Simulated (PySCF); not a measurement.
Atom-mapped SMILES (the numbers label the heavy atoms): `[CH3:1][P:2]1[CH2:3][CH2:4][P:5]([NH2:6])[CH2:7][CH2:8]1`. Hydrogens are named by the atom that carries them.

GIAO PBE0/pcSseg-1 shifts (PySCF 2.14, gas phase, non-relativistic, equivalent atoms averaged), each against references optimised in the same way as the molecule (TMS, H3PO4, NH3).

On the GFN2-xTB geometry: C4/C7 32.4, C3/C8 27.1, C1 19.0, P5 12.2, P2 -82.9, N6 38.7, H(C4)/H(C7) 2.00, H(C3)/H(C8) 1.76, H(C1) 0.74, H(N6) -0.07 ppm.

Problem. What changes on the PBE0-D3(BJ)/def2-SVP geometry?

Solution. 
```
      atoms  δ (ppm)  change
      C4/C7     24.4    -8.0
      C3/C8     16.4   -10.7
         C1     12.3    -6.7
         P5     -5.9   -18.1
         P2    -74.1    +8.8
         N6     27.7   -11.0
H(C4)/H(C7)     1.40   -0.60
H(C3)/H(C8)     1.18   -0.58
      H(C1)     0.97   +0.23
      H(N6)     0.74   +0.81
```

Bonds between heavy atoms that differ most (equivalent bonds averaged): P2–C3 1.858 → 1.870 Å, C4–P5 1.857 → 1.868 Å, P5–N6 1.724 → 1.714 Å, C3–C4 1.528 → 1.524 Å. Mean change of bonds to hydrogen: C–H +0.010 Å, N–H -0.001 Å. The two structures also differ in conformation, which adds to the changes.
